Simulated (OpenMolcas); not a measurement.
# B III: from CASSCF to CASPT2

```yaml
Program: OpenMolcas 26.06
Basis: ANO-R1 [3s2p1d]
Scalar_Hamiltonian: X2C, finite nucleus
Active_space: 1 electron in 4 orbitals (2s 2p)
State_averaging: 2S+1 = 2 even, 1 root; 2S+1 = 2 odd, 3 roots
Spin-orbit_coupling: state interaction with AMFI integrals over the reference wave functions, term energies averaged over their components
```

Methods on the same reference wave functions:
A. CASSCF
B. SS-CASPT2, IPEA 0.25 Eh, imaginary shift 0.1 Eh (closed shells correlated: 1s)

Energies in cm⁻¹ above 2s ²S_1/2, the measured ground level; measured values from Moore, Atomic Energy Levels, vol. I, NSRDS-NBS 35 (1971 reprint of NBS Circular 467, 1949).

| Level | A | B | Measured |
| --- | --- | --- | --- |
| 2s ²S_1/2 | 0.0 | 0.0 | 0.0 |
| 2p ²P°_1/2 | 50544 | 50477 | 48358 |
| 2p ²P°_3/2 | 50567 | 50500 | 48393 |

Deviations, from unrounded energies. A percentage is the sum of absolute deviations over the sum of measured energies, with the sign that they share, or ± where signs differ.

```
           Against measurement  Levels     A     B
mean absolute deviation (cm-1)       2  2200  2100
      other configurations (%)       2  +4.5  +4.4
```

A, B lie about equally close to measurement. The largest miss of B in the table is 2p ²P°_1/2, by +2100 cm-1. The ranking rests on the paired levels alone, and a cruder setting can come out closer through cancelling errors.

The lowest spin-free term lies below A's lowest term by 0.001 hartree in B.

With one active electron the reference holds no correlation, so core polarisation is missing (holds for A). With one active electron, CASPT2 adds the correlation within the correlated inactive shells and between them and that electron, and leaves the splitting within a term as the reference gives it (holds for B). Computed and measured levels are paired by configuration, term and J; levels that our copy of the source lacks, or whose pairing is in doubt (as where it misses far off the trend of its configuration), stay unpaired and out of the deviations. Only configurations of the active space appear.

° marks odd parity.
